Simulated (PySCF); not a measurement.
Gas-phase reaction: 3 InCH3 + 4 C3H8 ⇌ 3 In(CH3)3 + 2 C3H7 (n-propyl)

Energies from PySCF, thermal terms from the rigid-rotor harmonic-oscillator model, ideal gas at 1 bar. † marks an energy on the PBE0/def2-TZVP geometry and frequencies; other levels use their own. MP2 freezes the core. Open shells (unrestricted): C3H7 (n-propyl) (multiplicity 2); the rest are closed-shell singlets. B3LYP is the form with VWN-RPA correlation. In: scalar-relativistic def2 core potential, no spin-orbit coupling. No R ln 2 is added for the mirror-image form of C3H7 (n-propyl). Methyl groups turn as free rotors in In(CH3)3. InCH3: computed as isolated molecules; such fragments, hydroxides, amides, oligomers or adducts are transient or little studied in the gas. MP2 isn't extrapolated to the basis-set limit; its ΔH°(298 K) is 409.2 kJ in def2-SVP and 355.1 kJ in def2-TZVPP. The harmonic model lacks anharmonicity and excited electronic states, which grow with temperature; levels with a mode under 35 cm⁻¹ are left out. Internal rotation in C3H8, C3H7 (n-propyl) is treated as a harmonic vibration of one conformer, which makes the entropy rough. Soft modes under 120 cm⁻¹ make the harmonic entropy rough for In(CH3)3.

```tsv
level	ΔE electronic, kJ	ΔH°(298 K), kJ	ΔS°(298 K), J/K	ΔG°(600 K), kJ
B3LYP/def2-TZVP†	482	432	-162	523
BLYP/def2-TZVP†	497	446	-162	538
MP2/def2-SVP†	460	409	-162	501
PBE/def2-TZVP†	442	392	-162	483
PBE0/def2-SVP†	477	426	-162	518
PBE0/def2-TZVP	424	374	-162	465
LDA/def2-TZVP†	425	374	-162	466
ωB97M-V/def2-TZVP†	411	361	-162	452
ωB97X-V/def2-TZVP†	399	349	-162	440
```
ΔH° is lowest at ωB97X-V/def2-TZVP† and highest at BLYP/def2-TZVP†. No reference value is set beside these.
